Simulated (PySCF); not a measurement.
**Dy(64+) (dysprosium, charge +64): Hartree-Fock from Schrödinger to Dirac-Coulomb-Breit**

Occupied: 1s1/2. Hartree-Fock calculated with PySCF 2.14 in an even-tempered Gaussian basis (16 s from 16 bohr⁻², ratio 2.7; 13 p from 19 bohr⁻², ratio 2.7), Gaussian nucleus throughout. NR is non-relativistic, sf-X2C the spin-free one-electron X2C Hamiltonian, X2C adds the bare one-electron spin-orbit term, X2C-SNSO screens it by Boettger's factors, DC is four-component Dirac-Coulomb, and the Gaunt and Breit terms are added at first order (total energies over the DC spinors, levels after relaxing the spinors in that mean field). QED terms are absent. Levels marked empty are virtual spinors of this ion.

```csv
Hamiltonian,E (hartree)
NR,-4314.5999
sf-X2C,-4594.7856
X2C,-4594.7856
X2C-SNSO,-4594.7856
DC,-4596.8141
DC+Gaunt,-4592.7441
DC+Breit,-4592.7441
```

```
   level (eV)        NR    sf-X2C       X2C  X2C-SNSO        DC  DC+Gaunt  DC+Breit
        1s1/2  -58144.9  -61874.3  -61874.3  -61874.3  -61929.1  -61819.2  -61819.2
2s1/2 (empty)  -14107.2  -15244.9  -15244.9  -15244.9  -15250.9  -15238.5  -15240.0
2p1/2 (empty)  -13984.1  -14442.6  -15102.7  -15091.2  -15088.2  -15062.3  -15066.0
2p3/2 (empty)  -13984.1  -14442.6  -14168.6  -14172.5  -14176.8  -14164.0  -14167.7
3s1/2 (empty)   -6221.9   -6622.2   -6622.2   -6622.2   -6623.9   -6620.4   -6620.9
```

Task: How large are the two-electron picture-change error of X2C and the Breit correction in the total energy?

Result: X2C-1e lies 2.0285 hartree above Dirac-Coulomb; Gaunt adds 4.0700 and the full Breit term 4.0700 hartree.

```
interval (eV)    X2C  X2C-SNSO     DC  DC+Gaunt  DC+Breit
2p3/2 − 2p1/2  934.0     918.7  911.4     898.3     898.3
```

Weight of the small component: 1s1/2 0.0612, 2s1/2 0.0150, 2p1/2 0.0149, 2p3/2 0.0140, 3s1/2 0.00656.

Koopmans' value for the highest occupied level at DC+Breit: 61819.2 eV, against an ionisation energy of 61736.62 ± 0.1 eV (theoretical estimate listed by NIST; NIST Atomic Spectra Database, ionization energies); the former lacks relaxation, correlation, QED and recoil.

The whole ladder took 42 s of wall time on 1 thread of Neoverse-V1 (shared host), launched as `OMP_NUM_THREADS=1 python relrun2.py TASK.json OUT` (a driver that calls PySCF for each Hamiltonian).
